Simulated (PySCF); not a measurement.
# ZnSe: frontier orbitals

r²SCANh at R = 2.190 Å; basis Zn pcseg-1, Se pcseg-1; no relativity; PySCF 2.14. State: ¹Σ⁺ (singlet), closed shell. Only the outer orbitals are listed, counted within each symmetry.

| orbital | occ. | ε (eV) | on Zn (%) | main shells (%) |
| --- | --- | --- | --- | --- |
| 6π | 2 | -14.04 | 99 | 99 Zn d |
| 6π | 2 | -14.04 | 99 | 99 Zn d |
| 2δ | 2 | -13.88 | 100 | 100 Zn d |
| 2δ | 2 | -13.88 | 100 | 100 Zn d |
| 13σ | 2 | -13.82 | 86 | 86 Zn d, 13 Se s |
| 14σ | 2 | -8.19 | 54 | 53 Zn s, 41 Se p |
| 7π | 2 | -5.42 | 8 | 92 Se p |
| 7π | 2 | -5.42 | 8 | 92 Se p |
| 15σ | 0 | -4.20 | 66 | 40 Zn s, 35 Se p, 25 Zn p |
| 8π | 0 | 1.22 | 89 | 89 Zn p |
| 8π | 0 | 1.22 | 89 | 89 Zn p |

**Question.** Which are the highest filled and the lowest empty level, where do they sit, and how wide is the gap?

**Answer.** Highest filled 7π at -5.42 eV (in %: 92 Se p); lowest empty 15σ at -4.20 eV (in %: 40 Zn s, 35 Se p, 25 Zn p); the gap at r²SCANh is 1.22 eV.

The bond order (Mayer) is 1.59. The ⟨S²⟩ is 0.000 and the charge on Zn (Mulliken, basis-dependent) is 0.52. The charge on Zn (Löwdin, basis-dependent) is 0.51 and the dipole moment (positive dipole means Zn(−)Se(+)) is -5.85 D.
